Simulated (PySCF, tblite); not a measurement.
Q: Give a GFN2-xTB geometry of `O=P1(OC2CC2)OCCO1`.

A: 
Z-matrix in Å and degrees, rows numbered from 1:
```
O 
P   1  1.4486
O   2  1.6057  1  116.91
C   3  1.4024  2  121.48  1   -47.49
C   4  1.4925  3  121.53  2   -16.39
C   4  1.4981  3  118.77  2   -87.25
O   2  1.6273  1  116.35  3  -125.15
C   7  1.4088  2  111.44  1  -142.70
C   8  1.5467  7  107.19  2     0.24
O   9  1.4109  8  106.53  7    18.93
H   4  1.0836  3  110.03  2   130.24
H   5  1.0791  4  118.03  6  -109.25
H   5  1.0790  4  116.86  6   108.10
H   6  1.0791  4  117.34  5  -107.43
H   6  1.0794  4  118.27  5   109.07
H   8  1.0943  7  107.96  2   120.35
H   8  1.0934  7  109.61  2  -120.57
H   9  1.0914  8  112.41  7   136.96
H   9  1.0939  8  110.43  7   -99.92
```

O7 (oxygen bonded to C and P) is bent (angle 111.4°). The 4 C–C bonds span 1.493 Å (C4–C5, drawn single) to 1.547 Å (C8–C9, drawn single), a spread of 0.054 Å. P2 (phosphoryl phosphorus) has angles from 96.3° to 118.6°. The 5-membered ring P2–O7–C8–C9–O10 has internal angles of 96.3° to 111.4°; it is puckered, 0.13 Å rms from its mean plane, widest ring torsion 31°.

Structure optimised with GFN2-xTB, isolated species.

Point group: C1 (no symmetry element, even within 0.4 Å). Its GFN2-xTB frequencies are all real (lowest 32 cm⁻¹). One conformer, not necessarily the lowest (O1–P2–O3–C4 -47°, P2–O3–C4–C5 -16°, O3–C4–C5–C6 -107°, O1–P2–O7–C8 -143°, P2–O7–C8–C9 0°, O7–C8–C9–O10 19°).

These are computed values.
